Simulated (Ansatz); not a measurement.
`C[SiH]1CCC1`. The species carries charge 0 and has multiplicity 1. The geometry is a stationary point of PBE0-D4/def2-TZVP.

```xyz
15

C     1.486    0.470    1.668
Si    0.708    0.268   -0.019
C    -1.025    0.914   -0.384
C    -1.235   -0.402   -1.181
C    -0.183   -1.321   -0.504
H     1.768    1.512    1.842
H     0.796    0.167    2.458
H     2.390   -0.138    1.753
H     1.683    0.691   -1.067
H    -1.640    0.921    0.521
H    -1.198    1.842   -0.927
H    -0.963   -0.243   -2.228
H    -2.258   -0.788   -1.168
H    -0.609   -1.816    0.374
H     0.278   -2.077   -1.138
```

(1) What is the dipole moment at PBE/def2-TZVPP? (An estimate is asked.)

(2) And with r2SCAN, B3LYP, ωB97M-V? (Best estimate.)

(3) Give the Mulliken charges with PBE, B3LYP, ωB97M-V in def2-TZVPP. (Best estimate.)

Answers

(1) Computed: 0.63 D, with components (-0.09, -0.07, 0.62) D in this frame, pointing from negative to positive charge.

(2) Ansatz gave: r2SCAN 0.65 D, B3LYP 0.62 D, ωB97M-V 0.64 D.

(3) The calculation gave: 
```csv
atom,PBE,B3LYP,ωB97M-V
C1,-0.37,-0.38,-0.43
Si2,0.27,0.38,0.35
C3,-0.22,-0.27,-0.32
C4,-0.10,-0.11,-0.17
C5,-0.22,-0.27,-0.32
H6,0.10,0.10,0.12
H7,0.10,0.10,0.11
H8,0.10,0.10,0.12
H9,-0.09,-0.11,-0.05
H10,0.07,0.08,0.10
H11,0.07,0.08,0.10
H12,0.08,0.08,0.11
H13,0.07,0.07,0.09
H14,0.07,0.08,0.10
H15,0.07,0.08,0.10
```

B3LYP here is the variant with VWN-RPA as its local correlation; programs differ in this.
